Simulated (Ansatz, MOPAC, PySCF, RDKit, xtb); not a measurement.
Torsion H3–C1–S2–H6 in CH4S (SMILES CS); at each angle all else is relaxed with GFN2-xTB, and the levels are single points there.
Geometry at 60° (charge 0, multiplicity 1):
```xyz
6

C     -0.5048     0.0029     0.0052
S      1.1513     0.7477    -0.1386
H     -0.6102    -0.4704     0.9764
H     -1.2155     0.8172    -0.0903
H     -0.6535    -0.7155    -0.7951
H      1.8326    -0.3843     0.0257
```

| level | energy at 120° less that at 60° (kcal/mol) | minus CCSD(T)/CBS(cc-pV(T+d)Z, cc-pV(Q+d)Z) | cost |
|---|---|---|---|
| UFF | 1.36 | 0.22 | - |
| GFN-FF | 1.15 | 0.01 | - |
| AM1 | 0.79 | -0.35 | - |
| PM3 | 0.61 | -0.53 | - |
| PM6 | 0.46 | -0.68 | - |
| PM7 | 0.32 | -0.82 | - |
| GFN1-xTB | 0.89 | -0.25 | - |
| GFN2-xTB | 1.14 | -0.01 | - |
| HF/STO-3G | 1.52 | 0.37 | - |
| HF/6-31G* | 1.36 | 0.22 | - |
| HF/cc-pV(D+d)Z | 1.45 | 0.31 | - |
| HF/cc-pV(T+d)Z | 1.30 | 0.16 | - |
| HF/cc-pV(Q+d)Z | 1.29 | 0.15 | - |
| PBE-D4/def2-TZVPP | 1.13 | -0.01 | ×1 |
| BLYP/def2-TZVPP | 1.08 | -0.07 | ×1 |
| BLYP-D4/def2-TZVPP | 1.08 | -0.06 | ×1 |
| BP86/6-31G* | 1.27 | 0.13 | - |
| r2SCAN-D4/def2-TZVPP | 1.21 | 0.07 | ×2 |
| B3LYP/3-21G | 1.06 | -0.08 | - |
| B3LYP/6-31G* | 1.28 | 0.14 | - |
| B3LYP/LANL2DZ | 1.08 | -0.06 | - |
| B3LYP/def2-TZVPP | 1.13 | -0.01 | ×1 |
| B3LYP-D4/def2-TZVPP | 1.14 | -0.01 | ×1 |
| PBE0/def2-TZVPP | 1.18 | 0.04 | ×1 |
| PBE0-D3(BJ)/def2-TZVPP | 1.19 | 0.04 | ×1 |
| PBE0-D4/def2-TZVPP | 1.18 | 0.04 | ×1 |
| M06-2X/6-31G* | 1.31 | 0.17 | - |
| wB97X-V/def2-TZVPP | 1.17 | 0.03 | ×3 |
| MP2/cc-pV(D+d)Z | 1.51 | 0.37 | - |
| MP2/cc-pV(T+d)Z | 1.28 | 0.14 | - |
| MP2/cc-pV(Q+d)Z | 1.23 | 0.09 | - |
| MP2/CBS(cc-pV(T+d)Z, cc-pV(Q+d)Z) | 1.20 | 0.06 | - |
| SCS-MP2/cc-pV(D+d)Z | 1.47 | 0.33 | - |
| SCS-MP2/cc-pV(T+d)Z | 1.27 | 0.12 | - |
| SCS-MP2/cc-pV(Q+d)Z | 1.22 | 0.08 | - |
| CCSD/cc-pV(D+d)Z | 1.42 | 0.28 | - |
| CCSD/cc-pV(Q+d)Z | 1.18 | 0.04 | - |
| CCSD(T)/cc-pV(D+d)Z | 1.43 | 0.29 | ×1 |
| CCSD(T)/cc-pV(T+d)Z | 1.21 | 0.07 | ×7 |
| CCSD(T)/CBS(cc-pV(T+d)Z, cc-pV(Q+d)Z) | 1.14 | 0.00 | ×100* |

 The comparison column counts from a level with limits of its own.

The rows run from 0.32 (PM7) to 1.52 kcal/mol (HF/STO-3G). In cc-pV(T+d)Z the value moves HF 1.30, MP2 1.28, CCSD(T) 1.21, a shift of -0.09 from HF to CCSD(T). From cc-pV(D+d)Z to cc-pV(Q+d)Z MP2 changes by -0.28. The dispersion term adds 0.01 in BLYP-D4, 0.00 in B3LYP-D4, 0.00 in PBE0-D3(BJ). The 4 functionals in def2-TZVPP without D3 or D4 span 0.11, from BLYP to PBE0.

On the grid 0° to 120°, 120° is the highest and 60° the lowest point at CCSD(T)/CBS(cc-pV(T+d)Z, cc-pV(Q+d)Z).

Frozen-core correlation. CBS: X⁻³ extrapolation of the correlation energy, Hartree–Fock from the larger set. Rows in 3-21G, 6-31G*, LANL2DZ, STO-3G carry no dispersion term and start afresh at each structure (6-31G* with six Cartesian d functions). LANL2DZ brings its own core potentials from Na on. The state that AM1, PM3, PM6, PM7 reach isn't checked; PM7 holds dispersion and hydrogen-bond terms.

Codes used: Ansatz (Gaussian basis) for Hartree–Fock, density functionals and correlated methods; MOPAC for AM1, PM3, PM6, PM7 (differences of heats of formation); PySCF for 3-21G rows, 6-31G* rows, LANL2DZ rows, STO-3G rows, the dispersion terms; RDKit for the force fields; xtb for the GFN methods. Each number belongs to the level named beside it.

Costs are rough ratios of core time to PBE/def2-TZVPP (about 2.2 s over the structures, on one shared machine); a dash marks a level with no comparable run of its own. A star marks coupled-cluster runs past 200 virtual orbitals, where the program's memory plan changes under this machine's limit, so their costs aren't comparable with smaller runs.

Measured: V3 of the three-fold top 443.029 ± 0.07 cm⁻¹ = 1.27 kcal/mol [Ozier and Moazzen-Ahmadi, CRC Handbook].

Ansatz is an electronic-structure program.
